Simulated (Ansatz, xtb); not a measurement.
**Relative energy of two isomers of ClFH2OSi2+**

Structure I is the doublet with the links of `F[SiH2][O+]=[Si]Cl` and structure II is the doublet with the links of `F[SiH+]O[SiH]Cl`. Both are isolated ions in the gas phase, relaxed with B3LYP-D3(BJ)/def2-SVP; the shapes shown needn't be the lowest conformers.

I (Å):

```yaml
atoms:
  - { symbol: Cl, position_ang: [-3.6254, -0.3071, 2.9948] }
  - { symbol: F, position_ang: [-1.2462, -0.5501, -0.7452] }
  - { symbol: O, position_ang: [-1.0577, 0.7635, 1.5075] }
  - { symbol: Si, position_ang: [-0.2786, 0.5142, -0.0377] }
  - { symbol: Si, position_ang: [-1.9566, 0.7939, 2.7982] }
  - { symbol: H, position_ang: [-0.3328, 1.8268, -0.6961] }
  - { symbol: H, position_ang: [1.0278, -0.0699, 0.2962] }
```

II (Å):

```csv
atom,x (Å),y (Å),z (Å)
Cl,0.5781,-0.6856,3.3882
F,-2.2842,1.3752,-1.0320
O,-0.9406,0.1125,0.8313
Si,-1.6549,-0.0768,-0.7427
Si,-0.2721,0.6160,2.1643
H,-2.7175,-1.1037,-0.5479
H,-0.2238,2.0452,2.4905
```

Quicker runs give these differences E(II) − E(I): GFN2-xTB +0.8 kJ/mol; HF/STO-3G +62.9 kJ/mol (at GFN2-xTB geometries); r2SCAN-D4/def2-SVP +27.9 kJ/mol (at GFN2-xTB geometries).

Problem. Estimate E(II) − E(I) at the level CCSD(T)/def2-SVP + ΔMP2/def2-TZVPP.

Solution. Calculated at CCSD(T)/def2-SVP + ΔMP2/def2-TZVPP: E(II) − E(I) = +24.9 kJ/mol, so structure I lies lower.

How the difference moves with the method:

```tsv
level	geometry	E(II) − E(I) (kJ/mol)	departure from the last row (kJ/mol)	job, with rough time for the two
GFN2-xTB	GFN2-xTB	+0.8	−24.0	optimisation, 0.59 s
HF/STO-3G	GFN2-xTB	+62.9	+38.0	single point, 1.1 s
r2SCAN-D4/def2-SVP	GFN2-xTB	+27.9	+3.0	single point, 5.6 s
B3LYP-D3(BJ)/def2-SVP	B3LYP-D3(BJ)/def2-SVP	+21.1	−3.8	optimisation, 2.1 min
HF/def2-SVP	B3LYP-D3(BJ)/def2-SVP	+20.7	−4.2	part of the CCSD(T) run
MP2/def2-SVP	B3LYP-D3(BJ)/def2-SVP	+23.7	−1.2	part of the CCSD(T) run
CCSD(T)/def2-SVP	B3LYP-D3(BJ)/def2-SVP	+26.5	+1.6	single point
CCSD(T)/def2-SVP + ΔMP2/def2-TZVPP	B3LYP-D3(BJ)/def2-SVP	+24.9		single point, 59 s
```

As drawn, II has 1 O–Si in place of 1 O=Si.

GFN2-xTB finds them nearly level. The largest departure from CCSD(T)/def2-SVP + ΔMP2/def2-TZVPP is that of HF/STO-3G, 38.0 kJ/mol. The last row adds to CCSD(T) the change of the MP2 difference between the two basis sets, here −1.6 kJ/mol.

With harmonic frequencies from B3LYP-D3(BJ)/def2-SVP (ideal gas, rigid rotor, one conformer each, 298.15 K, 1 atm): on the last row, ΔE + ΔZPE = +21.6 kJ/mol. A mode under 50 cm⁻¹ makes harmonic enthalpies and free energies unreliable, so none is given.

Open shells are spin-unrestricted. The correlated steps freeze 17 core orbitals. Run with Ansatz 0.2.0, xtb 6.7.1; the last row on 2 threads of Intel(R) Xeon(R) Platinum 8259CL CPU @ 2.50GHz (Skylake/Cascade Lake) on a shared host.
